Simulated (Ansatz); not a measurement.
Consider the atomization: `C[SiH2]/C(Cl)=C\F` → 3 C• + Cl• + F• + 6 H• + Si•.

Computed with Ansatz on PBE0-D4/def2-TZVP structures; ΔE is electronic, products minus reactants. CCSD(T)/CBS is the MP2 limit (def2-TZVPP, def2-QZVPP) plus CCSD(T) − MP2 in def2-TZVPP, frozen cores. This one scheme is used for every species, atoms too. DFT in def2-TZVPP. B3LYP here is the variant with VWN-RPA as its local correlation; programs differ in this. No spin–orbit coupling; open shells (•) take unrestricted orbitals. Spin–orbit coupling would lower the free atoms: a little for C, Cl, F, Si. One conformer a species, not always the lowest.

`C[SiH2]/C(Cl)=C\F`:

```xyz
12

C    -1.660    0.005   -0.999
Si   -0.444   -0.785    0.173
C     0.822    0.486    0.717
Cl    0.179    1.878    1.538
C     2.136    0.452    0.546
F     2.731   -0.568   -0.073
H    -2.134    0.872   -0.534
H    -1.161    0.334   -1.913
H    -2.443   -0.707   -1.272
H     0.273   -1.919   -0.461
H    -1.134   -1.260    1.402
H     2.837    1.212    0.876
```

| level | ΔE (kJ/mol) | difference from CCSD(T)/CBS |
| --- | --- | --- |
| r2SCAN-D4 | 4484.5 | 26.6 |
| B3LYP-D4 | 4455.1 | -2.8 |
| ωB97X-V | 4476.2 | 18.3 |
| ωB97M-V | 4478.6 | 20.7 |
| B2PLYP | 4407.4 | -50.5 |
| PBE | 4541.9 | 84.0 |
| PBE0 | 4462.5 | 4.6 |
| B3LYP | 4408.8 | -49.1 |
| HF/def2-TZVPP | 3265.5 | -1192.4 |
| SCS-MP2/def2-TZVPP | 4390.1 | -67.8 |
| CCSD(T)/def2-TZVPP | 4343.0 | -114.9 |
| HF/def2-QZVPP | 3270.8 | -1187.1 |
| MP2/def2-QZVPP | 4495.7 | 37.8 |
| HF/CBS(def2) | 3271.7 | -1186.2 |
| MP2/CBS(def2) | 4542.8 | 84.9 |
| CCSD/CBS(def2) | 4383.9 | -74.0 |
| CCSD(T)/CBS | 4457.9 | 0 |

Largest T1 diagnostic among the species: 0.012.

The D4 term adds +46.3 kJ/mol with B3LYP and +24.5 kJ/mol with PBE0; it sums over pairs of atoms, weighted by their polarisabilities, and B3LYP, whose exchange is more repulsive, gets the larger term. From PBE to PBE0 (25 % exact exchange), in def2-TZVPP and without D4, ΔE moves by −79.5 kJ/mol: exact exchange takes away binding that semilocal exchange gives to molecules.

For atomizations the MP2-based limit and the directly extrapolated one differ by several kJ/mol either way, and by 10 to 25 for some Ge, Se and Sn compounds, so smaller differences from it don't rank the levels.
